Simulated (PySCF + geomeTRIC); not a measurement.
The multiplicity is imposed and other spin states were not computed.

Level of theory: TPSS-D3(BJ)/def2-SVP run with PySCF + geomeTRIC. fastk is a local helper that only speeds up exchange builds. No frequencies were computed at this level.

```python
import json, numpy as np
from pyscf import gto, dft
from fastk import lowrank_exchange
atoms = """
Ti     0.000001     0.000007    -0.000003
F      1.401203    -0.605305    -0.732742
F     -1.460141     0.025058    -0.856760
F      0.058935     0.580241     1.589504
"""
def scf(charge, spin, dm0=None):
    mol = gto.M(atom=atoms, basis='def2-svp', ecp={}, charge=charge, spin=spin, verbose=3, max_memory=5040)
    mf = dft.KS(mol, xc='tpss').density_fit(auxbasis="def2-universal-jkfit")
    mf.disp = 'd3bj'
    mf.grids.level = 3
    mf.conv_tol = 1e-8
    mf.max_cycle = 120
    mf.level_shift = 0.25
    mf.kernel(dm0)
    if not mf.converged:
        mf = mf.newton().run(mf.mo_coeff, mf.mo_occ).undo_soscf()
    return mf
mf = scf(0, 1)
lowrank_exchange(mf)  # same exchange matrices as the stock routine, built faster for response steps
mo, _, stable, _ = mf.stability(return_status=True)
if not stable:
    mf.kernel(mf.make_rdm1(mo, mf.mo_occ))
del mf.get_jk
from pyscf.geomopt.geometric_solver import kernel as optimize
path = []
done, mol = optimize(mf, maxsteps=120, assert_convergence=False, callback=lambda env: path.append((env["energy"], bool(env["g_scanner"].converged))))
res = dict(converged=bool(done and path[-1][1]), energy=path[-1][0], path=[e for e, c in path], xyz=mol.atom_coords(unit="Angstrom").tolist(), nao=mol.nao)
json.dump(res, open("result.json", "w"))
```

Output:

```
converged SCF energy = -1148.90642001268  <S^2> = 0.7519753  2S+1 = 2.0019743
<class 'pyscf.df.df_jk.DFUKS'> wavefunction is stable in the internal stability analysis
Geometry optimization cycle 1
converged SCF energy = -1148.90642001068  <S^2> = 0.75197496  2S+1 = 2.001974
cycle 1: E = -1148.90642001  dE = -1148.91  norm(grad) = 0.0905981
Geometry optimization cycle 2
converged SCF energy = -1148.91610988408  <S^2> = 0.7523969  2S+1 = 2.0023955
cycle 2: E = -1148.91610988  dE = -0.00968987  norm(grad) = 0.0060265
Geometry optimization cycle 3
converged SCF energy = -1148.91616733912  <S^2> = 0.75236739  2S+1 = 2.002366
cycle 3: E = -1148.91616734  dE = -5.7455e-05  norm(grad) = 0.00135505
Geometry optimization cycle 4
converged SCF energy = -1148.91617251652  <S^2> = 0.7523495  2S+1 = 2.0023481
cycle 4: E = -1148.91617252  dE = -5.1774e-06  norm(grad) = 0.00182904
Geometry optimization cycle 5
converged SCF energy = -1148.91617337367  <S^2> = 0.75234431  2S+1 = 2.0023429
cycle 5: E = -1148.91617337  dE = -8.57145e-07  norm(grad) = 0.00260769
Geometry optimization cycle 6
converged SCF energy = -1148.91618199683  <S^2> = 0.75235013  2S+1 = 2.0023488
cycle 6: E = -1148.916182  dE = -8.62316e-06  norm(grad) = 0.00161802
Geometry optimization cycle 7
converged SCF energy = -1148.9161861432  <S^2> = 0.75235551  2S+1 = 2.0023541
cycle 7: E = -1148.91618614  dE = -4.14637e-06  norm(grad) = 0.00078475
Geometry optimization cycle 8
converged SCF energy = -1148.91618691411  <S^2> = 0.75235921  2S+1 = 2.0023578
cycle 8: E = -1148.91618691  dE = -7.7091e-07  norm(grad) = 0.000553881
<class 'geometric.internal.Distance'> : 3
<class 'geometric.internal.Angle'> : 2
<class 'geometric.internal.OutOfPlane'> : 1
<class 'geometric.internal.TranslationX'> : 1
<class 'geometric.internal.TranslationY'> : 1
<class 'geometric.internal.TranslationZ'> : 1
<class 'geometric.internal.RotationA'> : 1
<class 'geometric.internal.RotationB'> : 1
<class 'geometric.internal.RotationC'> : 1
Step    0 : Gradient = 4.530e-02/5.245e-02 (rms/max) Energy = -1148.9064200107
Step    1 : Displace = 6.531e-02/7.617e-02 (rms/max) Trust = 1.000e-01 (=) Grad = 3.013e-03/3.633e-03 (rms/max) E (change) = -1148.9161098841 (-9.690e-03) Quality = 0.866
Step    2 : Displace = 4.180e-03/4.842e-03 (rms/max) Trust = 1.414e-01 (+) Grad = 6.775e-04/9.223e-04 (rms/max) E (change) = -1148.9161673391 (-5.746e-05) Quality = 0.991
Step    3 : Displace = 3.116e-03/3.376e-03 (rms/max) Trust = 2.000e-01 (+) Grad = 9.145e-04/1.182e-03 (rms/max) E (change) = -1148.9161725165 (-5.177e-06) Quality = 0.165
Step    4 : Displace = 1.614e-03/2.261e-03 (rms/max) Trust = 1.558e-03 (-) Grad = 1.304e-03/1.624e-03 (rms/max) E (change) = -1148.9161733737 (-8.571e-07) Quality = 0.023
Step    5 : Displace = 8.429e-04/1.104e-03 (rms/max) Trust = 7.790e-04 (-) Grad = 7.607e-04/8.871e-04 (rms/max) E (change) = -1148.9161819968 (-8.623e-06) Quality = 0.519
Step    6 : Displace = 7.828e-04/9.232e-04 (rms/max) Trust = 7.790e-04 (=) Grad = 2.788e-04/3.253e-04 (rms/max) E (change) = -1148.9161861432 (-4.146e-06) Quality = 0.995
Step    7 : Displace = 5.770e-04/6.023e-04 (rms/max) Trust = 1.102e-03 (+) Grad = 1.108e-05/1.487e-05 (rms/max) E (change) = -1148.9161869141 (-7.709e-07) Quality = 1.558
Converged! =D
```

Cost: about 5 core-minutes (a rough figure).
